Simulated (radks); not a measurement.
Cl, configuration [Ne] 3s2 3p5.

All-electron calculation, scalar-relativistic Kohn-Sham, exchange-only LDA, spin-polarised, spherical densities, finite nucleus; open shells are filled with parallel spins first; Fermi nuclear charge, rms radius 3.3654 fm. Program: a radial shooting solver on a logarithmic mesh with Libxc functionals.

Energy parts (eV):
part                  energy
total             -12484.606
kinetic            12555.710
electron-nucleus  -29870.169
Hartree             5519.998
exchange            -690.144

Orbitals (lengths in bohr, moments of r in powers of bohr; <r^-3> diverges for s and p1/2):
\begin{tabular}{lrrrrr}
orbital & occ. & eigenvalue (eV) & <r^-3> & <1/r> & <r^4> \\ \hline
1s up & 1 & -2739.724 & - & 16.63 & 0.0003234 \\
1s down & 1 & -2739.537 & - & 16.63 & 0.0003234 \\
2s up & 1 & -250.0849 & - & 3.295 & 0.1013 \\
2s down & 1 & -249.8684 & - & 3.295 & 0.1010 \\
2p up & 3 & -189.9911 & 102.1 & 3.200 & 0.09250 \\
2p down & 3 & -189.7262 & 102.1 & 3.201 & 0.09208 \\
3s up & 1 & -19.9141 & - & 0.9050 & 13.07 \\
3s down & 1 & -18.7701 & - & 0.9018 & 13.54 \\
3p up & 3 & -7.9338 & 7.697 & 0.7466 & 34.22 \\
3p down & 2 & -6.9023 & 7.483 & 0.7355 & 38.79 \\
\end{tabular}

The highest occupied level is 3p down at -6.902 eV. The density falls to 0.001 e/bohr^3 at r = 3.95 bohr. Spin moment in Bohr magnetons: 1. Summed over all electrons, <r^2> = 28.41 bohr^2, which gives a Langevin (diamagnetic) susceptibility term of -22.5 x 10^-6 cm^3/mol.
